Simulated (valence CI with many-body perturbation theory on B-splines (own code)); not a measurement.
Os XLIV: key properties

Level of theory: configuration interaction combined with many-body perturbation theory (CI+MBPT): five valence electrons over a frozen Dirac-Fock core [Ar] 3d10, radial functions for each j: 9 s, 9 p, 8 d, 6 f, 3 g, 1 h, with the one-electron correlation potential Σ1 (screened to all orders), the two-electron term Σ2, the three-electron term Σ3, Breit, model QED; selected single and double excitations, second order for the rest (own B-spline code, finite nucleus).

No measured spectrum was set against this ion. As an estimate, large intervals hold to a few tenths of a per cent, small ones and those within an open d or f shell to about a per cent. Among the levels kept, up to 270 cm⁻¹ of a level comes from second order outside the variational space, and about a tenth of that is noise between levels of different J, which matters for small intervals.

Levels are named by their leading jj configuration (3d3/2^4 stands for four electrons in 3d with j = 3/2), which in mixed levels can hold well under half, so a name can repeat and another be missing.

Rates and lifetimes use the calculated energies. Strong lines usually hold to 10 to 20 %, long lifetimes can be off by a factor of two.

(1) What is the ground level?

(2) Among levels below 415.24 eV, which E1 lines absorb most strongly from the ground level?

(3) What is the ionisation energy?

(4) Name the longest-lived excited levels whose lifetime is computed, and their main decay.

(5) What are the static dipole polarisabilities of the lowest levels?

(6) How well does LS coupling describe the low levels?

(7) Where does the other parity begin?

Results:

(1) (4s^2 4p1/2^2 4p3/2) J=3/2, composition 47 % 4s²4p³ ²P° + 26 % 4s²4p³ ²D° + 26 % 4s²4p³ ⁴S°, g = 1.360.

(2) to (4s^2 4p1/2 4p3/2 4d3/2) J=5/2 at 4.353 nm, f = 0.753; to (4s^2 4p1/2 4p3/2 4d3/2) J=3/2 at 4.332 nm, f = 0.643; to (4s 4p1/2^2 4p3/2^2) J=3/2 at 5.523 nm, f = 0.265.

(3) 2170.4 eV; NIST lists 2168 ± 4 eV (theoretical).

(4) (4s^2 4p1/2 4p3/2 4d5/2) J=9/2 at 293.58 eV lives 3.79 μs, mostly by E2 to (4s^2 4p1/2^2 4d5/2) J=5/2; (4s^2 4p1/2 4p3/2^2) J=5/2 at 109.23 eV lives 425 ns, mostly by M1 to (4s^2 4p1/2^2 4p3/2) J=3/2; (4s^2 4p1/2 4p3/2^2) J=1/2 at 116.37 eV lives 137 ns, mostly by M1 to (4s^2 4p1/2^2 4p3/2) J=3/2.

(5) (4s^2 4p1/2^2 4p3/2) J=3/2 0.0303 (tensor 0.0020) bohr³, of which the core gives 0.00183.

(6) Among the lowest 20 levels the leading LS term, summed over configurations, holds 52 % on average. For single configurations the figures are 50 % in LS and 93 % in jj coupling. Terms mix most in the J = 5/2 level at 189.12 eV, where the leading one holds 30 %.

(7) At (4s^2 4p1/2^2 4d3/2) J=3/2, 161.06 eV.
